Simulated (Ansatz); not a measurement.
F3HNTa, SMILES `[NH]=[Ta]([F])([F])[F]`, 6 atoms. Charge 0, multiplicity 1. Correlated methods include outer-core shells of Ta, which these sets cover unevenly. Ta: def2 effective core potential. All runs use 4 threads of a server CPU on a shared host. Correlated methods freeze the cores.

Task: How many basis functions does each run have, and how long does it take in Ansatz? RHF-MP2/def2-QZVPP energy; RKS ωB97M-V/def2-SVP energy; RHF-CCSD(T)/def2-TZVPP energy; RKS CAM-B3LYP-D4/def2-TZVPP energy; RKS PBE0-D4/def2-QZVPP energy; RKS PBE0-D4/def2-TZVP relaxation (4 steps); RKS PBE0-D4/def2-TZVP frequencies; RHF-CCSD(T)/def2-SVP energy; RKS PBE0-D4/def2-SVP energy; RKS B97M-V/def2-TZVPP energy; RKS ωB97M-V/def2-QZVPP energy; RKS PBE0-D4/def2-TZVPP energy. (Estimate.)

Result: The calculation gave: Other jobs shared the machine, so times are rough.

| level | job | functions | wall time | peak host memory (GiB) |
| --- | --- | --- | --- | --- |
| RKS PBE0-D4/def2-SVP | energy | 93 | 0.8 s | 0.19 |
| RKS PBE0-D4/def2-TZVPP | energy | 194 | 1.4 s | 0.42 |
| RKS CAM-B3LYP-D4/def2-TZVPP | energy | 194 | 1.9 s | 0.48 |
| RKS ωB97M-V/def2-SVP | energy | 93 | 2.9 s | 0.31 |
| RKS PBE0-D4/def2-QZVPP | energy | 339 | 3.2 s | 0.86 |
| RKS B97M-V/def2-TZVPP | energy | 194 | 4.2 s | 0.32 |
| RHF-CCSD(T)/def2-SVP | energy | 93 | 4.8 s | 0.46 |
| RHF-MP2/def2-QZVPP | energy | 339 | 8 s | 1.2 |
| RKS ωB97M-V/def2-QZVPP | energy | 339 | 8 s | 1.1 |
| RKS PBE0-D4/def2-TZVP | relaxation (4 steps) | 170 | 8.5 s | 0.39 |
| RKS PBE0-D4/def2-TZVP | frequencies | 170 | 48 s | 0.39 |
| RHF-CCSD(T)/def2-TZVPP | energy | 194 | 68 s | 2.9 |
